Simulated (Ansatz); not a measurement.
Relaxation of CH6Ge (8 atoms, charge 0, multiplicity 1), to a largest force component of 0.03 eV/Å in at most 50 steps.

Computed with RKS PBE/def2-SVP in Ansatz.

```xyz
8
Properties=species:S:1:pos:R:3
Ge 0.253 -0.004 0.045
C 0.922 -0.015 1.876
H 0.187 -0.135 2.696
H 1.656 -0.838 1.949
H 1.450 0.944 2.031
H 1.737 0.140 -0.331
H -0.601 1.229 -0.337
H -0.393 -1.321 -0.447
```

Where does it end, and by what steps?

The run converged. After 4 steps the energy has fallen by 0.388 eV; H6 moved furthest, 0.54 Å.

```json
{"step": "0", "energy less start (eV)": "0.0000", "largest force component (eV/Å)": "1.249", "accepted": "yes"}
{"step": "1", "energy less start (eV)": "-0.2406", "largest force component (eV/Å)": "0.492", "accepted": "yes"}
{"step": "2", "energy less start (eV)": "-0.3435", "largest force component (eV/Å)": "0.353", "accepted": "yes"}
{"step": "3", "energy less start (eV)": "-0.3872", "largest force component (eV/Å)": "0.151", "accepted": "yes"}
{"step": "4", "energy less start (eV)": "-0.3884", "largest force component (eV/Å)": "0.012", "accepted": "yes"}
```

```xyz
8
Properties=species:S:1:pos:R:3
Ge 0.402 0.013 0.044
C 0.932 -0.015 1.940
H 0.041 -0.131 2.587
H 1.622 -0.859 2.133
H 1.444 0.929 2.209
H 1.652 0.163 -0.864
H -0.555 1.204 -0.233
H -0.327 -1.304 -0.334
```

Whether the end is a true minimum wasn't checked by a vibrational analysis.

The run took 10 s on 1 thread of Arm Neoverse V1, on a shared host, peak memory 0.13 GiB.
